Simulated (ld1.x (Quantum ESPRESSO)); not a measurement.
# Which change was made? (In, TM)

- Element: indium
- Generator: ld1.x (Quantum ESPRESSO) 7.5
- Type: norm-conserving Troullier–Martins (Kleinman–Bylander form)
- Functional: PBEsol
- Relativity: scalar-relativistic
- Frozen core: [Kr]
- Valence charge: 13
- Reference configuration: 4d10 5s1.5 5p1.5
- Partial waves: 5s (bound): rc 2.10 bohr; 5p (bound): rc 2.00 bohr; 4d (bound): rc 1.05 bohr
- Local potential: all-electron potential smoothed inside 1.70 bohr (lloc = -1)
- Core correction: none

Cutoffs, loose and tight: the cutoffs (Ry, on a coarse ladder) from which the occupation-weighted sum of valence levels, in a spherical-Bessel basis at the reference potential, stays within 10 and 1 mRy of its value at 400 Ry. They do not see the model core or the augmentation charge, which bear on the density cutoff. Test errors are all-electron minus pseudo excitation energies from the reference, over the configurations 4d10 5s2 5p1; 4d10 5s2 5p0; 4d10 5s1 5p0; 4d10 5s2 5p1.3; 4d9 5s2 5p2; 4d10 5s2 5p0.5; 4d9 5s2 5p1; variants that change the core or the reference have their own tests.

The base gives: outcome: generated; cutoff, loose: 100 Ry; cutoff, tight: 120 Ry; bound ghosts: s; largest test error (meV): -103.

After one change the result is: outcome: failed: run_pseudo: Errors in PS-KS equation. Which change was it?
A. wave 5p (bound): rc 2.00 bohr becomes 5p (bound): rc 1.52 bohr
B. wave 5p (bound): rc 2.00 bohr becomes 5p (bound): rc 1.26 bohr
C. wave 5p (bound): rc 2.00 bohr becomes 5p (bound): rc 1.82 bohr

B. The others give: wave 5p (bound): rc 2.00 bohr becomes 5p (bound): rc 1.52 bohr → outcome: generated; cutoff, loose: 140 Ry; cutoff, tight: 180 Ry; bound ghosts: p, s; largest test error (meV): +71 | wave 5p (bound): rc 2.00 bohr becomes 5p (bound): rc 1.82 bohr → outcome: generated; cutoff, loose: 100 Ry; cutoff, tight: 120 Ry; bound ghosts: s; largest test error (meV): -46.
